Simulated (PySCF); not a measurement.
Ge(NH2)(SH) (GeH3NS), SMILES [SH][Ge][NH2] (connectivity only; charge and spin as stated), neutral, multiplicity 1.

The structure is a stationary point at ωB97X-D3(BJ)/def2-TZVP. Other conformers were not sampled.

Method: r2SCAN/def2-TZVPD in PySCF.

Symmetry labels are those of the subgroup Cs that the program uses (full group Cs).

Computed valence orbital energies around the gap with their symmetry:
```tsv
orbital	symmetry	energy (eV)
HOMO−7	A'	-18.64
HOMO−6	A'	-13.20
HOMO−5	A'	-12.85
HOMO−4	A'	-9.99
HOMO−3	A'	-8.94
HOMO−2	A"	-7.49
HOMO−1	A"	-6.36
HOMO	A'	-6.20
LUMO	A"	-2.21
LUMO+1	A'	-0.50
LUMO+2	A'	0.10
LUMO+3	A'	0.48
```
